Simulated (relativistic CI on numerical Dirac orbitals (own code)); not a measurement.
**Ligand-field terms of d6**

Computed with a parametric ligand-field model of a d^n configuration (Racah B and C, spin-orbit zeta, crystal field), exact diagonalisation.

Field parameters in Wybourne normalisation: Oh B⁴₀ = 21Dq, B⁴₄ = √(5/14) B⁴₀. The field is a parameter set, without covalency.

B = 390 cm⁻¹, C = 1830 cm⁻¹ (C/B = 4.69), Oh, no spin-orbit coupling. Tanabe-Sugano data, E/B above the lowest term (Δ = |10Dq|; b, c mark the second and third term of a kind):

```
 Δ/B    5T2     5E    3T1    3T2  3T1(b)    1A1    1T1
 1.0   0.00   1.00  22.54  22.83   23.49  33.39  33.77
 5.0   0.00   5.00  20.02  22.07   23.91  27.20  30.67
 9.0   0.00   9.00  16.62  20.13   23.92  20.03  27.07
13.0   0.00  13.00  13.01  17.49   23.94  12.59  23.34
17.0   0.00  17.00   9.29  14.43   23.95   5.01  19.53
21.0   2.66  23.66   8.17  13.80   26.63   0.00  18.34
25.0  10.39  35.39  12.08  18.06   34.37   0.00  22.19
29.0  18.17  47.17  16.01  22.26   42.15   0.00  26.06
33.0  25.98  58.98  19.94  26.41   49.97   0.00  29.95
37.0  33.81  70.81  23.88  30.52   57.81   0.00  33.85
41.0  41.67  82.67  27.83  34.61   65.67   0.00  37.77
45.0  49.54  94.54  31.79  38.68   73.55   0.00  41.69
```

The ground term changes from 5T2 to 1A1 between Δ/B = 17.0 and 21.0.
